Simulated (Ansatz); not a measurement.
The cluster Mg2Te. The state is a quintet with charge 0. Geometry B3LYP-D4/def2-TZVP; atoms count from 1.

```csv
atom,x (Å),y (Å),z (Å)
Mg1,0.001,1.920,0.191
Mg2,1.379,-1.286,-0.411
Te3,-1.380,-0.635,0.220
```

In the def2 sets Te takes a core potential; there is no spin–orbit coupling. At PBE0-D4/def2-TZVP a triplet of charge 0 lies 2.68 eV below the quintet, each at its own geometry. The structure comes from a short search, and lower isomers may exist.

(1) Estimate the Mulliken populations from the PBE0/def2-TZVP orbitals of Ansatz.

(2) Where does the spin sit?

(3) And the Mayer bond orders between bonded heavy atoms (over 0.3)?

Answers

(1) 
```csv
atom,charge (e),spin (α − β)
Mg1,0.11,1.36
Mg2,0.11,1.36
Te3,-0.22,1.28
```
Mulliken values and Mayer orders depend strongly on the basis.

(2) Summed by element: Mg 2.72, Te 1.28, of 4 unpaired in all. Largest on single atoms: Mg1 1.36, Mg2 1.36, Te3 1.28.

(3) Mg1–Te3 0.61 (2.90 Å); Mg2–Te3 0.61 (2.90 Å). Values over 0.3 also appear between atoms too far apart for a bond (Mg1–Mg2 0.53 at 3.54 Å); they arise where an orbital or an unpaired electron spreads over both atoms.
